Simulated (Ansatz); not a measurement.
Species: C6H12Cl (charge 0, doublet). It need not be the lowest isomer of its formula. 
Structure (B3LYP-D3(BJ)/def2-TZVP (Ansatz, a program for electronic structure) minimum search):
```xyz
19

C     -3.4493    -0.7022    -0.9041
C     -2.3887    -0.7953     0.1889
C     -1.0059    -0.3602    -0.2874
C      0.0621    -0.4542     0.8194
C      1.4220    -0.0360     0.3862
C      2.3125    -0.8975    -0.4320
Cl     1.6892     1.6787     0.2494
H     -3.1929    -1.3371    -1.7556
H     -3.5436     0.3218    -1.2729
H     -4.4285    -1.0160    -0.5380
H     -2.3357    -1.8231     0.5626
H     -2.6849    -0.1761     1.0418
H     -1.0478     0.6705    -0.6502
H     -0.7004    -0.9781    -1.1377
H      0.1202    -1.4909     1.1679
H     -0.2565     0.1529     1.6710
H      2.0804    -0.8307    -1.5046
H      3.3601    -0.6158    -0.3141
H      2.1959    -1.9418    -0.1347
```
Charge 0, spin multiplicity 2.

Quantity: atomisation energy (electronic, to ground-state atoms), in eV. Cores are frozen in the correlated levels unless marked. Open shells are spin-unrestricted. No spin-orbit coupling. Non-relativistic. The coupled-cluster limit lacks core correlation, which all-electron functionals hold. CBS(X,Y): correlation extrapolated as X^-3; Hartree-Fock from the larger set. The bracket is a focal-point correction in the basis named.

| level | program | atomisation energy (eV) | minus last row |
|---|---|---|---|
| HF/STO-3G | Ansatz | 72.51 | -4.18 |
| HF/cc-pV(D+d)Z | Ansatz | 57.33 | -19.36 |
| HF/cc-pV(T+d)Z | Ansatz | 58.09 | -18.60 |
| HF/cc-pV(Q+d)Z | Ansatz | 58.16 | -18.53 |
| BLYP-D4/def2-TZVPD | Ansatz + dftd4 | 76.30 | -0.39 |
| B3LYP-D3(BJ)/def2-TZVPD | Ansatz + dftd3 | 76.84 | 0.15 |
| B3LYP/def2-TZVPD | Ansatz | 76.09 | -0.60 |
| PBE0-D4/def2-TZVP | Ansatz + dftd4 | 77.50 | 0.81 |
| PBE0/def2-QZVPP | Ansatz | 77.23 | 0.54 |
| r2SCAN0/def2-TZVPD | Ansatz | 76.33 | -0.36 |
| HSE06-D3(BJ)/def2-TZVPD | Ansatz + dftd3 | 77.52 | 0.83 |
| HSE06-D4/def2-TZVPD | Ansatz + dftd4 | 77.56 | 0.87 |
| LC-wPBE/def2-TZVPD | Ansatz | 76.75 | 0.06 |
| B2GP-PLYP/def2-TZVPD | Ansatz | 75.63 | -1.06 |
| MP2/STO-3G | Ansatz | 79.06 | 2.37 |
| RI-MP2/cc-pV(Q+d)Z | Ansatz | 76.78 | 0.09 |
| SCS-MP2/6-31G | Ansatz | 66.50 | -10.19 |
| SCS-MP2/cc-pV(D+d)Z | Ansatz | 71.80 | -4.89 |
| CCSD/cc-pV(T+d)Z | Ansatz | 74.04 | -2.65 |
| CCSD(T)/6-31G | Ansatz | 66.66 | -10.03 |
| RI-MP2/CBS(cc-pV(T+d)Z,cc-pV(Q+d)Z)+[CCSD(T)-MP2]/cc-pV(T+d)Z | Ansatz | 76.69 | 0.00 |
